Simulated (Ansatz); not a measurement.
Program: Ansatz. Geometries: PBE0-D4/def2-TZVP. ΔE: electronic, gas phase. CBS: MP2 limit from def2 TZ/QZ plus the TZ coupled-cluster correction, frozen cores. This one scheme is used for every species. Functionals use def2-TZVPP. For Ge outer-core shells are correlated without core-valence functions, which leaves a few kJ/mol of doubt a bond. Scalar relativity is left out up to krypton. Each species was taken in one conformer, which may not be the lowest.

Reaction (ligand exchange at a Ge–F bond): `C[O][GeH]([F])[O]C` + `CC(C)N` → `C[O][GeH]([NH]C(C)C)[O]C` + H–F

`C[O][GeH]([F])[O]C`:

```xyz
13

C    -0.655    1.926   -1.066
O    -0.253    0.579   -0.912
Ge    1.035    0.153    0.199
F     0.639    0.939    1.697
O     0.988   -1.575    0.419
C    -0.231   -2.223    0.744
H     0.147    2.546   -1.483
H    -1.494    1.941   -1.763
H    -0.980    2.364   -0.117
H     2.439    0.585   -0.208
H    -0.582   -1.937    1.740
H    -1.014   -1.999    0.013
H    -0.039   -3.297    0.736
```

`CC(C)N`:

```xyz
13

C     1.343   -0.212    0.283
C    -0.114    0.213    0.268
C    -0.578    0.549   -1.137
N    -0.928   -0.881    0.784
H     1.674   -0.451    1.297
H     1.481   -1.102   -0.336
H     1.986    0.584   -0.099
H    -0.206    1.126    0.882
H     0.011    1.366   -1.559
H    -1.628    0.858   -1.142
H    -0.480   -0.326   -1.784
H    -0.657   -1.110    1.733
H    -1.905   -0.615    0.811
```

`C[O][GeH]([NH]C(C)C)[O]C`:

Z-matrix (Å, degrees):
```
C
O 1 1.407
H 1 1.097 2 112.2
H 1 1.092 2 107.8 3 119.3
H 1 1.098 2 112.0 3 -122.0
Ge 2 1.764 1 118.5 3 53.6
N 6 1.808 2 110.6 1 -56.4
O 6 1.768 2 99.4 1 -176.6
H 6 1.541 2 113.3 1 64.0
C 7 1.451 6 125.3 2 136.4
H 7 1.009 6 118.1 2 -62.2
C 8 1.405 6 118.7 2 177.0
C 10 1.523 7 112.5 6 99.9
C 10 1.522 7 110.5 6 -135.2
H 10 1.097 7 106.7 6 -18.2
H 12 1.099 8 112.4 6 59.5
H 12 1.092 8 107.9 6 178.3
H 12 1.097 8 112.2 6 -62.6
H 13 1.092 10 110.9 7 -58.4
H 13 1.095 10 110.3 7 61.1
H 13 1.093 10 111.4 7 -179.2
H 14 1.095 10 110.3 7 -62.9
H 14 1.093 10 111.3 7 177.6
H 14 1.091 10 110.6 7 56.6
```

H–F:

Z-matrix (Å, degrees):
```
F
H 1 0.920
```

```
             level  ΔE (kJ/mol)
           ωB97X-V         71.0
           ωB97M-V         68.6
               PBE         75.0
            r2SCAN         76.6
     HF/def2-TZVPP         92.4
SCS-MP2/def2-TZVPP         65.0
     MP2/CBS(def2)         54.7
    CCSD/CBS(def2)         62.6
```

Q: What does CCSD(T)/CBS give? (Estimate.)

A: Computed: +58.4 kJ/mol. The listed levels differ from it by 12.6, 10.2, 16.6, 18.2, 34.0, 6.6, -3.7, 4.2 kJ/mol.

Largest T1 diagnostic among the species: 0.012.

The D4 term adds −17.5 kJ/mol with B3LYP and −10.9 kJ/mol with PBE0; it sums over pairs of atoms, weighted by their polarisabilities, and B3LYP, whose exchange is more repulsive, gets the larger term. In def2-TZVPP, CCSD(T) changes the Hartree–Fock value by −32.6 kJ/mol (the triples alone add −4.2 kJ/mol) and MP2 by −36.2 kJ/mol.

B3LYP here is the variant with VWN-RPA as its local correlation; programs differ in this.
